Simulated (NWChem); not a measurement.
Molecule: BeHF; SMILES [BeH][F]

Program: NWChem. Medium grid unless said otherwise, to which SCAN and Minnesota functionals are sensitive. Geometry: optimised at PBE-D3(BJ)/def2-SVP. Hybrids' shares of exact exchange are those that their runs print; pure functionals count as 0. The functionals differ in more than this share.

```csv
row,share of exact exchange,highest occupied level (eV)
PBE/def2-TZVP,0.00,-8.31
N12/def2-TZVP,0.00,-8.18
B3LYP/def2-TZVP,0.20,-9.51
B3PW91/def2-TZVP,0.20,-9.50
PBE0/def2-TZVP,0.25,-9.72
PW6B95/def2-TZVP,0.28,-9.81
M06-2X/def2-TZVP,0.54,withheld
```

Fit a straight line of the last column on the one before it, predict the withheld value, and compare with the run.


1. Means of the 6 shown rows: x = 0.155, y = -9.172. Slope Σ(x − x̄)(y − ȳ)/Σ(x − x̄)² = -0.4492/0.07675 = -5.852; intercept -8.265.
2. The shown rows scatter about the line by 0.068 (root mean square); the largest residual is +0.09, at PW6B95/def2-TZVP.
3. At x = 0.54 (M06-2X/def2-TZVP; beyond the shown range) the line gives -11.43.
4. The run gives -10.99, +0.44 from the line, 6.5 times the scatter.
